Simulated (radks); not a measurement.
The numbers below are computed, except where a source is named.
Initial-state core-level shifts of the indium ion In+ when its valence configuration changes from [Kr] 4d10 5s2. Code: a radial shooting solver on a logarithmic mesh with Libxc functionals. Model: non-relativistic Kohn-Sham, r2SCAN, spin-polarised, spherical densities, point nucleus; open shells are filled with parallel spins first (spin-orbit coupling, left out, can overturn this in heavy ions); meta-GGA in the generalised Kohn-Sham scheme; relativity is left out, which matters for an element this heavy. Shifts are changes of the shell-averaged eigenvalues in eV (positive: less bound); the change of the density at the nucleus, which sets a Mossbauer isomer shift, is in e/bohr^3, on a base of 8.27e+04.

[
 {"valence": "4d9 5s2 5p1", "2s": "-8.311", "2p": "-8.308", "3p": "-8.126", "4s": "-7.177", "density at nucleus": "+7.306"},
 {"valence": "4d8 5s2 5p2", "2s": "-16.708", "2p": "-16.705", "3p": "-16.268", "4s": "-14.101", "density at nucleus": "+15.387"},
 {"valence": "4d9.5 5s2 5p0.5", "2s": "-4.151", "2p": "-4.150", "3p": "-4.067", "4s": "-3.626", "density at nucleus": "+3.505"},
 {"valence": "4d10 5s1.5 5p0.5", "2s": "-0.658", "2p": "-0.658", "3p": "-0.668", "4s": "-0.680", "density at nucleus": "-6.750"},
 {"valence": "4d10 5s1 5p1", "2s": "-1.168", "2p": "-1.167", "3p": "-1.191", "4s": "-1.225", "density at nucleus": "-13.708"},
 {"valence": "4d9 5s1 5p2", "2s": "-9.187", "2p": "-9.183", "3p": "-9.024", "4s": "-8.091", "density at nucleus": "-8.085"},
 {"valence": "4d8.5 5s2 5p1.5", "2s": "-12.493", "2p": "-12.490", "3p": "-12.190", "4s": "-10.665", "density at nucleus": "+11.284"},
 {"valence": "4d9 5s1.5 5p1.5", "2s": "-8.809", "2p": "-8.806", "3p": "-8.633", "4s": "-7.687", "density at nucleus": "-0.273"}
]
